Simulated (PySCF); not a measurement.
C₂H₉AsGa (SMILES [CH3][Ga]([CH3])<-[AsH3]), doublet, at a GFN2-xTB geometry (such geometries of metal compounds can be far from the true shape) (the spin is typed, not shown lowest); HF/def2-SV(P) run with PySCF.

Input for PySCF:
```python
from pyscf import gto, scf

mol = gto.M(
    atom='''
Ga    0.39106164    1.00462796    0.13082195
C     1.88354371    2.52652049   -0.17079865
H     2.55721138    2.30224737   -1.00119089
H     2.47426400    2.63011515    0.74291580
H     1.38547649    3.47834264   -0.37007696
C    -0.93832052    1.31445060    1.77721844
H    -1.69208569    0.52517651    1.83145206
H    -1.44486430    2.27641312    1.67222892
H    -0.37496143    1.32522534    2.71352066
As   -0.62239857   -1.79990199   -0.55312985
H    -0.03070319   -2.01507957    0.80531710
H     0.72584870   -2.00471753   -1.17437864
H    -0.85528345   -3.31025102   -0.66050197
''',
    basis='def2-sv(p)',
    spin=1,
    verbose=5,
)

mf = scf.UHF(mol)
mf.kernel()
```

What the program printed (banner, timings and long lists left out):

```
PySCF version 2.14.0

[INPUT] verbose = 5
[INPUT] max_memory = 4000
[INPUT] num. atoms = 13
[INPUT] num. electrons = 85
[INPUT] charge = 0
[INPUT] spin (= nelec alpha-beta = 2S) = 1
[INPUT] symmetry False subgroup None
[INPUT] Mole.unit = angstrom
[INPUT] Symbol           X                Y                Z      unit          X                Y                Z       unit  Magmom
[...]
[INPUT] ---------------- BASIS SET ----------------
[INPUT] l, kappa, [nprim/nctr], expnt,             c_1 c_2 ...
[INPUT] Ga
[...]
                                13189.496402      0.010938894097
                                3000.9482141      0.054308200127
                                847.38425966      0.18951055983
                                276.00980642      0.38615185918
                                95.216672071      0.30051082719
[...]
                                21.827051433      0.64831322918
                                9.0026963761      0.44358383594
[...]
                                2.6707724878      0.72946861516
                                1.125283417       0.46214976951
[...]
                                275.38062789      0.068456273343
                                87.37507307       0.26922293888
                                31.59725467       0.53507897882
                                11.824122798      0.3527906276
[...]
                                2.519985324       0.56871947608
                                1.0169726306      0.27717694939
[...]
                                18.504656747      0.15099463976
                                6.3179620632      0.37485328545
                                2.1641389426      0.47510606851
[...]
[INPUT] C
[...]
                                186.29004992      0.040638409211
                                42.251176346      0.18025593888
                                11.676557932      0.46315121755
                                3.5930506482      0.44087173314
[...]
                                2.0103545142      0.21117025112
                                0.54771004707     0.51328172114
[...]
[INPUT] H
[...]
                                1.9622572         0.13796524
                                0.44453796        0.47831935
[...]
[INPUT] As
[...]
                                15036.861711      0.010930176963
                                3421.2902833      0.05429417461
                                966.16965717      0.18976078153
                                314.87394026      0.38775195453
                                108.7082379       0.3040281204
[...]
                                25.038221139      0.64697607762
                                10.390964343      0.44223608673
[...]
                                3.1281217449      0.73319107613
                                1.3884885073      0.45533653943
[...]
                                319.9992927       0.067454750717
                                101.67734092      0.2675977211
                                36.886323845      0.5377684452
                                13.861115909      0.35992570244
[...]
                                3.0316247187      0.57030149334
                                1.278307834       0.26606170238
[...]
                                24.190416102      0.14107454677
                                8.4045015119      0.36875228915
                                2.9808970748      0.48409561362
[...]
nuclear repulsion = 460.030474915668
number of shells = 54
number of NR pGTOs = 232
number of NR cGTOs = 110
basis = def2-sv(p)
ecp = {}

******** <class 'pyscf.scf.uhf.UHF'> ********
method = UHF
initial guess = minao
damping factor = 0
level_shift factor = 0
DIIS = <class 'pyscf.scf.diis.CDIIS'>
diis_start_cycle = 1
diis_space = 8
diis_damp = 0
SCF conv_tol = 1e-09
SCF conv_tol_grad = None
SCF max_cycles = 50
direct_scf = True
direct_scf_tol = 1e-13
number electrons alpha = 43  beta = 42
[...]
  alpha mo_energy =
[-4.32534193e+02 -3.78775153e+02 -5.62828565e+01 -5.01419554e+01
 -5.01418794e+01 -5.01412097e+01 -4.81443014e+01 -4.24846797e+01
 -4.24836213e+01 -4.24818393e+01 -1.12061166e+01 -1.12039302e+01
 -8.02115713e+00 -6.38510705e+00 -5.87848234e+00 -5.87779559e+00
 -5.87445542e+00 -4.48132828e+00 -4.47831887e+00 -4.47201440e+00
 -2.11220871e+00 -2.11127439e+00 -2.10711728e+00 -2.10691751e+00
 -2.10396139e+00 -1.19159281e+00 -1.18931655e+00 -1.18575431e+00
 -1.18331389e+00 -1.18128446e+00 -9.06529409e-01 -8.96524544e-01
 -8.41288195e-01 -5.45338298e-01 -5.42295249e-01 -5.40114690e-01
 -5.35980623e-01 -5.34612439e-01 -4.99951973e-01 -4.87879854e-01
 -4.05576416e-01 -3.81088203e-01 -2.66415398e-01  5.01811263e-02
  1.27712486e-01  1.47296941e-01  1.54650343e-01  1.79300160e-01
  2.01800594e-01  2.53569018e-01  2.60937238e-01  2.64479135e-01
  2.83515606e-01  2.88808347e-01  2.98637265e-01  3.17501515e-01
  4.32139598e-01  4.45357719e-01  4.63292653e-01  4.75037832e-01
  4.87646603e-01  4.94379069e-01  5.17480856e-01  5.28702276e-01
  5.94671737e-01  5.95908966e-01  6.33611028e-01  6.49798577e-01
  6.78390286e-01  7.01924295e-01  7.27509140e-01  7.27828524e-01
  7.37774083e-01  7.69933040e-01  7.86676636e-01  8.09283735e-01
  8.23891873e-01  8.83116800e-01  9.09883941e-01  9.22048462e-01
  9.42558476e-01  9.77154168e-01  9.87880669e-01  1.00057324e+00
  1.01153167e+00  1.02300112e+00  1.14074661e+00  1.15860924e+00
  1.16048250e+00  1.18742613e+00  1.98227435e+00  2.01057446e+00
  2.01345639e+00  2.04382903e+00  2.25357164e+00  2.32179009e+00
  2.41985695e+00  2.48162995e+00  2.49125506e+00  2.49497537e+00
  2.51419169e+00  2.52322558e+00  2.52834275e+00  2.60203503e+00
  2.67373708e+00  3.11994642e+00  3.16273107e+00  3.16589224e+00
  3.29729261e+00  3.38050287e+00]
  beta  mo_energy =
[-4.32534151e+02 -3.78773324e+02 -5.62824507e+01 -5.01419552e+01
 -5.01417456e+01 -5.01410599e+01 -4.81431542e+01 -4.24847552e+01
 -4.24818265e+01 -4.24816188e+01 -1.11997444e+01 -1.11993378e+01
 -8.02057224e+00 -6.38069496e+00 -5.87888309e+00 -5.87756748e+00
 -5.87407355e+00 -4.47985045e+00 -4.47296496e+00 -4.47123045e+00
 -2.11117666e+00 -2.11092428e+00 -2.10689362e+00 -2.10674526e+00
 -2.10371588e+00 -1.18929747e+00 -1.18714690e+00 -1.18564579e+00
 -1.18206607e+00 -1.17858304e+00 -8.93078883e-01 -8.83994038e-01
 -8.36768800e-01 -5.39721463e-01 -5.38794255e-01 -5.32782016e-01
 -5.32525684e-01 -4.99639113e-01 -4.91253372e-01 -4.63858485e-01
 -3.90881854e-01 -3.42408644e-01  4.47048195e-02  7.27665965e-02
  1.41131352e-01  1.50172893e-01  1.70262448e-01  1.82501817e-01
  2.24481931e-01  2.56479023e-01  2.68592773e-01  2.71833825e-01
  2.88988386e-01  2.91659578e-01  3.09524056e-01  3.28696467e-01
  4.34608069e-01  4.64039106e-01  4.81760245e-01  4.85764418e-01
  5.09008136e-01  5.15682742e-01  5.34456614e-01  5.41003214e-01
  5.98349527e-01  6.07733366e-01  6.39020685e-01  6.62286805e-01
  6.93989915e-01  7.06798179e-01  7.29254092e-01  7.30815325e-01
  7.43027184e-01  7.73053953e-01  7.93606491e-01  8.20571969e-01
  8.28693352e-01  8.99794909e-01  9.16762277e-01  9.26861139e-01
  9.47430186e-01  9.90069938e-01  9.94081630e-01  1.00715493e+00
  1.01934528e+00  1.02785915e+00  1.14432418e+00  1.16302116e+00
  1.16451147e+00  1.19995474e+00  1.99575952e+00  2.02227028e+00
  2.02393715e+00  2.05530242e+00  2.26748063e+00  2.33771626e+00
  2.43229297e+00  2.48710562e+00  2.49784056e+00  2.50065618e+00
  2.52288051e+00  2.52995412e+00  2.53609497e+00  2.61032940e+00
  2.68391131e+00  3.12188163e+00  3.16202950e+00  3.16555291e+00
  3.29908398e+00  3.38091100e+00]
multiplicity <S^2> = 0.77013798  2S+1 = 2.0200376
E1 = -6825.327112032522  E2 = 2127.5557455127655  Ecoul = 2296.0786570126443  Exc = -168.52291149987877
Extra cycle  E= -4237.74089160409  delta_E= -1.32e-10  |g|= 5.02e-06  |ddm|= 1.87e-05
converged SCF energy = -4237.74089160409  <S^2> = 0.77013798  2S+1 = 2.0200376
```
